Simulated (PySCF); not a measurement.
**Computed spin Hamiltonian**

C7H9F (charge +1 and doublet state).
Geometry (GFN2-xTB, Å), atoms numbered from 1 in this order:
```xyz
17
C7H9F angstrom
C      2.2071    0.4374   -0.2586
C      0.8963   -0.2373    0.2037
C      0.0232    0.6591    0.9787
C     -1.3116    0.7116    0.7556
F     -2.0704    1.5190    1.4737
C     -2.0098   -0.0703   -0.2805
C     -1.1157   -0.9263   -1.0827
C      0.2112   -1.0006   -0.8608
H      1.9690    1.2160   -0.9800
H      2.7260    0.8870    0.5825
H      2.8644   -0.2876   -0.7286
H      1.2704   -0.9972    0.9243
H      0.4687    1.2939    1.7317
H     -2.5844    0.6062   -0.9362
H     -2.8129   -0.6722    0.1797
H     -1.5707   -1.4918   -1.8830
H      0.8322   -1.6348   -1.4764
```

As a line formula: `C1(F)=C[C@H](C)[CH+][CH]C1` [radical] (charge +1).

Computed with UKS B3LYP, pcH-1 on C F H, non-relativistic, mean-field spin-orbit, GIAO (PySCF 2.14.0). Geometry: GFN2-xTB; no solvent, vibrations or thermal averaging. The geometry wasn't refined by DFT: couplings that depend on bond lengths, twists or pyramidal angles can differ widely from those at the functional's own minimum, by a factor of two or more for some ions and for spin on atoms past the first row. The SCF solution wasn't tested for stability.

```
g1, g2, g3                      : 2.00214, 2.00323, 2.00469
g_iso                           : 2.00336
Form of g                       : rhombic: the two nearest values differ by 42 % of g3 − g1
⟨S²⟩                            : 0.7521 (exact 0.7500)
α and β electrons               : 30, 29
HOMO–LUMO gap, α and β orbitals : 6.40, 1.86 eV
Total energy                    : -371.68656 Eh
```

Hyperfine couplings atom by atom, in MHz; T1 to T3 are the principal values of the dipolar part:

| atom | isotope | a_iso | T1 | T2 | T3 | Mulliken spin population |
| --- | --- | --- | --- | --- | --- | --- |
| C1 | 13C | 38.6 | -7.2 | -7.0 | 14.2 | 0.06 |
| C2 | 13C | -20.7 | -7.3 | -6.8 | 14.1 | -0.02 |
| C3 | 13C | 13.2 | -23.2 | -21.9 | 45.1 | 0.28 |
| C4 | 13C | 4.3 | -18.3 | -16.0 | 34.3 | 0.18 |
| F5 | 19F | 43.6 | -103.4 | -101.4 | 204.8 | 0.04 |
| C6 | 13C | -20.9 | -4.1 | -3.8 | 7.9 | -0.03 |
| C7 | 13C | 7.1 | -13.3 | -12.9 | 26.2 | 0.17 |
| C8 | 13C | 2.8 | -9.4 | -8.8 | 18.2 | 0.11 |
| H9 | 1H | 12.7 | -3.9 | 0.5 | 3.4 | 0.01 |
| H10 | 1H | -5.1 | -3.6 | -1.7 | 5.4 | 0.00 |
| H11 | 1H | -3.3 | -3.7 | -1.5 | 5.2 | 0.00 |
| H12 | 1H | 266.5 | -6.6 | -5.3 | 11.8 | 0.10 |
| H13 | 1H | -18.4 | -10.3 | -3.2 | 13.5 | -0.01 |
| H14 | 1H | 152.7 | -4.9 | -3.1 | 7.9 | 0.06 |
| H15 | 1H | 161.9 | -4.9 | -3.2 | 8.1 | 0.06 |
| H16 | 1H | -10.6 | -6.4 | -2.4 | 8.8 | -0.01 |
| H17 | 1H | -7.5 | -4.5 | -2.5 | 7.0 | 0.00 |

The Mulliken spin populations are largest on C3 (+0.28), C4 (+0.18), C7 (+0.17) and C8 (+0.11). Three atoms exceed +0.15.

The SMILES `C[C@H]1C=C(F)C[CH][CH+]1` draws the unpaired electron on C7, whose computed spin population is only +0.17.

Axes: g3 points within 12° of the C7–C8 bond.

Under fast tumbling the dipolar parts average out, and these isotropic splittings remain (the largest six): 1 × 1H (H12, I = 1/2, 2 lines) with 9.51 mT, 1 × 1H (H15, I = 1/2, 2 lines) with 5.78 mT, 1 × 1H (H14, I = 1/2, 2 lines) with 5.45 mT, 1 × 19F (F5, I = 1/2, 2 lines) with 1.55 mT, 1 × 1H (H13, I = 1/2, 2 lines) with 0.66 mT and 1 × 1H (H16, I = 1/2, 2 lines) with 0.38 mT.

Nuclei that the bonding pattern makes equivalent are averaged, as if the motion that swaps them (rotation, inversion, ring flip) were fast. The three 1H nuclei of mean +1.4 MHz run from -5.1 to 12.7 MHz in the frozen geometry.

The 13C coupling of C1 (38.6 MHz) shows only in satellite lines or after enrichment, since that isotope makes up about 1.07 % of natural carbon.
